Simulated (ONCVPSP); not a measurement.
**Before and after: ONCV potential for In**

ONCVPSP 4.0.1 input, shortened (lines: element, Z, core and valence counts, functional; n l f; lmax; l rc ep ncon nbas qcut; lloc lpopt rc5 dvloc0; l nproj debl; icmod fcfact rcfact), PBE, scalar-relativistic:

```
  In 49.00    6    4        4      upf
    1    0    2.00
    2    0    2.00
    2    1    6.00
    3    0    2.00
    3    1    6.00
    3    2   10.00
    4    0    2.00
    4    1    6.00
    4    2   10.00
    5    0    1.00
    2
    0    1.25    0.00    4    9    9.70
    1    1.55    0.00    4    8    7.10
    2    1.50    0.00    4    9   11.70
    4    5    0.80    0.00
    0    2    0.60
    1    2    0.80
    2    2    2.20
    2    0.30    0.95
```

In the p channel the program set the typed energies aside and used -3.535, 0.250 Ha.

Change: p: rc 1.94. In the p channel the program set the typed energies aside and used -3.535, 0.050 Ha.

Cutoffs: the cutoffs (Ha) at which the residual kinetic energy of the hardest occupied pseudo-wave falls to 1 and 0.1 mHa per electron; they do not see the model core or the augmentation charge, which bear on the density cutoff. Errors are all-electron minus pseudo energies relative to the spin-unpolarised reference configuration.

Task: Predict the effect on cutoff, ghosts and configuration errors.

Result: The potential gets neither clearly harder nor softer (41 Ha and 48 Ha → 41 Ha and 48 Ha); a bound ghost appears in p, which as a rule spoils a file; of the 4 tests that both files solve, the error grows in 1 and shrinks in 2 by more than 15 % and 0.3 meV (median size 3.6 → 2.4 meV).

| quantity | base | changed |
| --- | --- | --- |
| cutoff, loose | 41 Ha | 41 Ha |
| cutoff, tight | 48 Ha | 48 Ha |
| loose cutoff by channel | s 36 Ha, p 21 Ha, d 41 Ha | s 36 Ha, p 19 Ha, d 41 Ha |
| bound ghosts | none | p |
| GHOST(+) flags under 300 eV | s at 96.7 eV, s at 105.0 eV | s at 96.7 eV, s at 105.0 eV |
| error for 4s2 4p6 4d10 5s2 5p1, meV [ΔE -24.60 eV] | +4.1 | +2.4 |
| error for 4s2 4p6 4d10 5s2, meV [ΔE -19.24 eV] | +2.7 | +2.3 |
| error for 4s2 4p6 4d10 5s0, meV [ΔE 28.32 eV] | -5.3 | -6.1 |
| error for 4s2 4p6 4d9 5s2 5p1, meV [ΔE 0.52 eV] | +3.2 | +2.0 |
| s: phases at 1.27 bohr within 0.05 rad from the reference energy up to (Ha; the scan ends near 5) | 2.6 | 2.6 |
| d: phases at 1.52 bohr within 0.05 rad from the reference energy up to (Ha; the scan ends near 5) | to the end of the scan | to the end of the scan |
| rms error of d²Exc/dni dnj with the model core, mHa | 0.66 | 0.73 |

 A true bound ghost makes a file unfit for plane-wave use even where its test errors are small: the radial tests pick states by their node count and pass the ghost by.
